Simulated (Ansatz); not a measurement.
Basis-set extrapolation for C2H6F2OSi, SMILES `OC(F)([SiH3])CF` (PBE0-D4/def2-TZVP geometry, frozen core, Ansatz 0.2.0). Multiplicity 1, RHF reference.

```csv
,def2-TZVPP,def2-QZVPP
HF,-642.047018,-642.071613
MP2 correlation,-1.197506,-1.297378
CCSD(T) correlation,-1.279356,not run
```

Energies in hartree. Use E(X) = E(∞) + A·exp(−7.88·√X) for Hartree–Fock and E(X) = E(∞) + B·X^(−2.97) for correlation, with X = 3 and 4, and add CCSD(T) minus MP2 of the smaller set to the MP2 limit.

Problem. What is the CCSD(T) energy at the basis-set limit?

Solution. HF limit: -642.071613 + (-0.024595) × 0.13774 = -642.07500. MP2 limit: -1.297378 + (-0.099872) × 0.74074 = -1.37136. Higher-order term: -1.279356 − (-1.197506) = -0.08185. Total: -643.52821 hartree, 529.9 kJ/mol below CCSD(T)/def2-TZVPP.
